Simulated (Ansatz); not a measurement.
Harmonic frequencies (cm⁻¹) at PBE0-D4/def2-TZVP from Ansatz: 70, 116, 141, 163, 214, 245, 364, 607, 682, 743, 913, 960, 999, 1142, 1177, 1199, 1222, 1249, 1402, 1440, 1473, 1486, 1493, 1498, 1501, 3032, 3035, 3036, 3076, 3098, 3110, 3113, 3116.

Each molecule was computed in one conformer, which needn't be the lowest.

**Question.** Which molecule is it?
A. `CC[Si]OC`
B. `CC(C)[Si]O`
C. `C1C[SiH2]CO1`
D. `C=CCO[SiH3]`

**Answer.** A.
